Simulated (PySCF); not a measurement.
Delta-SCF ions had no search for a lower state. Excitations are Tamm–Dancoff values on a coarser integration grid. The basis has no diffuse functions, so Rydberg states are missing or too high.

C3HN, SMILES `C(#C)C#N` (charge 0, multiplicity 1)

The numbers are results of ωB97X-D3(BJ)/def2-TZVP // B3LYP-D3(BJ)/def2-TZVP run with PySCF 2.14.0, not measurements.

```json
{
 "HOMO": "-11.39 eV",
 "dipole_moment": "0.811 e·Å",
 "HOMO–LUMO gap": "11.95 eV",
 "LUMO": "0.56 eV",
 "S1 excitation (TDA)": "5.37 eV",
 "S1 oscillator strength": "0.000",
 "vertical ionisation energy (Delta-SCF)": "11.59 eV",
 "total_energy": "-169.6900 Ha",
 "cost": "very roughly 80 core-seconds"
}
```

Bonds (Å): C1–C2 1.201, C1–H5 1.063, C2–C3 1.368, C3–N4 1.155. Angles (°): C2–C1–H5 180.0, C1–C2–C3 180.0, C2–C3–N4 180.0.
Charge 0, spin multiplicity 1.
